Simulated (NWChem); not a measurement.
TiF$_{4}$; SMILES [F][Ti]([F])([F])[F]

```xyz
5

Ti     0.0000     0.0000     0.0000
F      1.1346     0.8133    -1.0149
F      0.8383    -1.0923     1.0405
F     -1.1180    -0.8798    -0.9768
F     -0.8550     1.1588     0.9511
```
Atoms are numbered in this order, from 1.

The geometry was optimised at PBE0/def2-SVP.

Task: Give the principal values of the shielding tensors (ppm) of Ti1, F2 from KT2/pcSseg-1, GIAO (NWChem), with their diamagnetic and paramagnetic parts as GIAO splits them.

Result: 
| atom | σ11 | σ22 | σ33 | isotropic | diamagnetic | paramagnetic |
|---|---|---|---|---|---|---|
| Ti1 | -82.1 | -82.1 | -81.9 | -82.0 | 1608.0 | -1690.0 |
| F2 | -447.2 | -446.9 | 297.1 | -199.0 | 478.1 | -677.1 |
